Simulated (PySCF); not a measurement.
Some computed properties have been withheld. Give your best values.

Compound: C8H9F2 (doublet state).
Geometry (PBE0-D3(BJ)/def2-SVP, Å), atoms numbered from 1 in this order:
```
atom  x, y, z in Å
F1     2.6658    0.1055    1.7618
C2     1.9008    0.8353    0.9548
F3     1.2016    1.7087    1.6710
C4     1.1642    0.0594   -0.0734
C5     0.2996    0.9017   -1.0418
C6    -1.0777    0.1755   -0.9946
C7    -1.6475    0.4568    0.3783
C8    -0.9176   -0.2373    1.2631
C9     0.1324   -0.9966    0.4853
C10   -0.6329   -1.2832   -0.8135
H11    1.9315   -0.5003   -0.6313
H12    0.7222    0.8923   -2.0574
H13    0.2168    1.9502   -0.7236
H14   -1.7306    0.4006   -1.8484
H15   -2.4199    1.1968    0.5971
H16   -0.9722   -0.1809    2.3513
H17    0.6136   -1.8404    0.9962
H18    0.0083   -1.6553   -1.6292
H19   -1.4779   -1.9704   -0.6608
```

| property | level | value |
| --- | --- | --- |
| point group | PBE0-D3(BJ)/def2-SVP | ? |
| rotational constants A, B, C | PBE0-D3(BJ)/def2-SVP | ? |
| dipole moment | PBE0-D3(BJ)/def2-SVP | 1.93 D |
| isotropic g value | unrestricted B3LYP/IGLO-III on C F, pcH-1 on H, mean-field spin–orbit | ? |
| spin squared ⟨S²⟩ | unrestricted B3LYP/IGLO-III on C F, pcH-1 on H | ? |
| largest isotropic hyperfine couplings (means over sets of like nuclei) | unrestricted B3LYP/IGLO-III on C F, pcH-1 on H | ? |

Electronic properties: PySCF, gas phase, density fitting.

Problem. The spin squared ⟨S²⟩?

Solution. 0.753.

Problem. The isotropic g value?

Solution. 2.00368.

Problem. What are the largest isotropic hyperfine couplings (means over sets of like nuclei)?

Solution. 13C +386.3 (C2), 19F +236.3 (F1/F3), 13C +35.2 (C9), 13C +23.7 (C4), 1H +16.8 (H11) MHz.

Problem. Give the point group.

Solution. C1.

Problem. What are the rotational constants A, B, C?

Solution. 2.557, 1.107, 1.066 GHz.

At 9.50 GHz, hν = g·μB·B₀ (B₀ the magnetic field) puts the centre of the isotropic spectrum, to first order, at 338.8 mT. ⟨S²⟩ is 0.003 above the pure-spin value S(S + 1) = 0.75. The dipole matches unit charges of opposite sign 0.40 Å apart (1 e·Å = 4.8032 D). The rotational constants make it an asymmetric top with κ = (2B − A − C)/(A − C) = -0.94, nearer the prolate limit (−1).

One conformer stands for the species.
